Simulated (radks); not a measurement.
Question: Bi I, 83 electrons, occupied as [Hg] 6p3. Method: Dirac Kohn-Sham, PBE, spin-unpolarised, spherical densities, finite nucleus; open shells are shared between the two j in proportion to 2j + 1; Fermi nuclear charge, rms radius 5.5211 fm; computed with a radial shooting solver on a logarithmic mesh with Libxc functionals. Some entries of the table are withheld. Estimate them.

| orbital | occ. | eigenvalue (eV) | <r^2> (bohr^2) | <1/r> (bohr^-1) |
|---|---|---|---|---|
| 1s1/2 | 2 | -90451.19 | 0.0003465 | 103.2 |
| 2s1/2 | 2 | -16238.21 | 0.005190 | 25.57 |
| 2p1/2 | 2 | -15608.94 | 0.003643 | 25.54 |
| 2p3/2 | 4 | -13289.54 | 0.004823 | 20.24 |
| 3s1/2 | 2 | (1) | 0.03361 | 9.375 |
| 3p1/2 | 2 | -3633.054 | 0.03049 | 9.289 |
| 3p3/2 | 4 | -3113.751 | 0.03680 | 7.903 |
| 3d3/2 | 4 | -2642.190 | 0.02802 | 7.803 |
| 3d5/2 | 6 | -2532.079 | 0.02972 | 7.497 |
| 4s1/2 | 2 | -899.3524 | 0.1606 | 3.986 |
| 4p1/2 | 2 | (2) | 0.1625 | 3.878 |
| 4p3/2 | 4 | (3) | 0.1933 | 3.399 |
| 4d3/2 | 4 | -443.0775 | 0.2000 | 3.204 |
| 4d5/2 | 6 | -419.1882 | 0.2105 | 3.097 |
| 5s1/2 | 2 | -157.0699 | 0.7755 | 1.668 |
| 4f5/2 | 6 | -155.0573 | 0.2291 | 2.766 |
| 4f7/2 | 8 | -149.5672 | 0.2355 | 2.725 |
| 5p1/2 | 2 | -113.7899 | 0.8837 | 1.547 |
| 5p3/2 | 4 | -89.1567 | 1.072 | 1.371 |
| 5d3/2 | 4 | -28.7463 | 1.697 | 1.089 |
| 5d5/2 | 6 | -25.7497 | 1.826 | 1.047 |
| 6s1/2 | 2 | (4) | 5.373 | 0.5929 |
| 6p1/2 | 1 | -5.9892 | 8.757 | 0.4662 |
| 6p3/2 | 2 | -4.0688 | 11.94 | 0.3968 |

Answer: 
(1) 3s1/2 eigenvalue (eV): -3919.152
(2) 4p1/2 eigenvalue (eV): -774.6070
(3) 4p3/2 eigenvalue (eV): -646.6372
(4) 6s1/2 eigenvalue (eV): -14.3800
